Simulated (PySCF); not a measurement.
**Energy of Rh⁻ (rhodium, charge -1) between two integer charges**

The 5s beta orbital of [Kr] 4d8 5s2 is emptied in steps (occupation f), with all orbitals relaxed, ending at [Kr] 4d8 5s1. Calculation: PySCF 2.14, in aug-cc-pVDZ-PP with ECP28MDF (5s5p4d2f, 54 functions); a scalar-relativistic core potential. The exact energy is a straight line in f; departures are measured from the line between the end points of the same method.

```csv
f,CAM-B3LYP (eV)
1,0.000
0.9,-0.066
0.7,-0.161
0.5,-0.200
0.3,-0.175
0.1,-0.078
0,0.000
```

For CAM-B3LYP, how does the orbital energy at f = 1 compare with the removal energy?

−ε = 0.306 eV against a total-energy difference of 1.022 eV. By Janak's theorem ε = ∂E/∂f, so the gap between them reflects the curvature. Along the path −ε is 0.419 (f = 0.9), 0.680 (f = 0.7), 0.980 (f = 0.5), 1.319 (f = 0.3), 1.701 (f = 0.1) eV.

Reference removal energy between the ground levels: 1.143 eV (measured; photodetachment measurements, as compiled on the Wikipedia data page of electron affinities). The calculation has no spin-orbit coupling.
